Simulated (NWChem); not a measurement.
Molecule: KF; SMILES [F][K]

All runs: NWChem. The level has its own optimisation; frequencies are unscaled.

Question: What does the run give for Hartree-Fock/STO-3G? Quantities: r F–K (Å); highest harmonic frequency (cm⁻¹); zero-point energy (kcal/mol); dipole (D).

Answer: 
```
Property                           Value
---------------------------------  -----
r F–K (Å)                          2.287
highest harmonic frequency (cm⁻¹)    511
zero-point energy (kcal/mol)         0.7
dipole (D)                          6.47
```
